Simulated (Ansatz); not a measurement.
Ideal-gas functions of H2InS2 (`[SH][In][SH]`) radical at 600 K and 1 bar, from an Ansatz frequency run at PBE0-D4/def2-TZVP.

Molar mass 180.97 g/mol, point group C2v (symmetry number 2), electronic degeneracy 2, moments of inertia 72.081, 283.701, 355.781 u Å². Harmonic wavenumbers (cm⁻¹, unscaled): 63, 88, 185, 293, 328, 555, 605, 2698, 2700.

Use S(trans) = R[1.5 ln M + 2.5 ln T − 1.1517]; rotational temperatures θ = 24.2544 K / I; S(rot) = R[ln(√π/σ · √(T³/θAθBθC)) + 1.5]; for each mode x = 1.438777 ν̃/T, S = R[x/(eˣ − 1) − ln(1 − e⁻ˣ)] and H = RT x/(eˣ − 1); 1 cm⁻¹ = 0.0119627 kJ/mol; R = 8.31446 J/(mol·K).

**Question.** By hand: the entropy, in J/(mol·K).

**Answer.** Translation 188.2. Rotation: θ = 0.3365, 0.0855, 0.0682 K, giving 117.2. Vibration, mode by mode: 24.04, 21.27, 15.14, 11.42, 10.52, 6.53, 5.91, 0.10, 0.10, in all 95.0. Electronic 5.8. Sum 406.2 J/(mol·K).

**Question.** By hand: H − E and G − E in kJ/mol, counted from the electronic energy.

**Answer.** Zero-point energy ½ × 7515 × 0.0119627 = 44.9; thermal vibration 24.5; translation, rotation and pV give 4 RT = 20.0. H − E = 89.4 kJ/mol, and G − E = 89.4 − 600 × 406.2/1000 = -154.3 kJ/mol.

Vibration gives 23 % of the entropy, 45.3 J/(mol·K) of it from the modes under 150 cm⁻¹: soft modes count most, and the harmonic formula is weakest for them. The sum counts one conformer and one mirror image; others add a mixing term.
